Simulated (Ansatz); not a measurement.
Consider the redistribution: `CB(S)CF` + `N[SiH](F)CCl` → `CB(N)S` + `FC[SiH](F)CCl`.

Calculated with Ansatz (gas phase, PBE0-D4/def2-TZVP geometries, no zero-point term in ΔE). CCSD(T)/CBS is the MP2 limit (def2-TZVPP, def2-QZVPP) plus CCSD(T) − MP2 in def2-TZVPP, frozen cores. DFT in def2-TZVPP. One conformer a species, not always the lowest.

```tsv
level	ΔE (kcal/mol)
PBE-D4	-6.0
PBE0-D4	-5.4
r2SCAN	-4.7
HF/def2-TZVPP	-3.9
CCSD(T)/def2-TZVPP	-5.1
HF/def2-QZVPP	-3.8
MP2/CBS(def2)	-4.5
CCSD/CBS(def2)	-4.4
```

Question: What does CCSD(T)/CBS give? (An estimate is asked.)

Answer: The calculation gave: -4.7 kcal/mol. The listed levels differ from it by -1.3, -0.7, 0.0, 0.8, -0.4, 0.9, 0.2, 0.3 kcal/mol.

Largest T1 diagnostic among the species: 0.012.

In def2-TZVPP, CCSD(T) changes the Hartree–Fock value by −1.1 kcal/mol (the triples alone add −0.2 kcal/mol) and MP2 by −1.0 kcal/mol.
